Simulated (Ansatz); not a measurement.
`[CH3][Sn]([F])([F])[F]` + `CC[SiH2][SeH]` → `[F][Sn]([F])([F])[SeH]` + `CC[SiH2]C`  (redistribution)

Computed with Ansatz on PBE0-D4/def2-TZVP structures; ΔE is electronic, products minus reactants. CCSD(T)/CBS adds triple-zeta CCSD(T) − MP2 to the extrapolated MP2 energy (def2 sets, frozen cores). Functionals use def2-TZVPP. Elements past krypton have def2 core potentials. For Se, Sn outer-core shells are correlated without core-valence functions, which leaves a few kJ/mol of doubt a bond. Scalar relativity is left out up to krypton. One conformer a species, not always the lowest.

**Question.** Is it downhill or uphill in electronic energy at CCSD(T)/CBS, and by how much? (Estimate.)

**Answer.** The calculation gave: Nearly level: ΔE = +0.7 kcal/mol.

**Question.** What do these levels give: r2SCAN-D4, B2PLYP, CCSD/def2-TZVPP, HF/CBS(def2), MP2/CBS(def2), CCSD/CBS(def2)? (An estimate is asked.)

**Answer.** The calculation gave: r2SCAN-D4 -0.7, B2PLYP -0.1, CCSD/def2-TZVPP 1.2, HF/CBS(def2) -1.1, MP2/CBS(def2) 1.3, CCSD/CBS(def2) 0.6 kcal/mol.

Largest T1 diagnostic among the species: 0.014.

In def2-TZVPP, CCSD(T) changes the Hartree–Fock value by +1.8 kcal/mol (the triples alone add +0.1 kcal/mol) and MP2 by +2.4 kcal/mol.
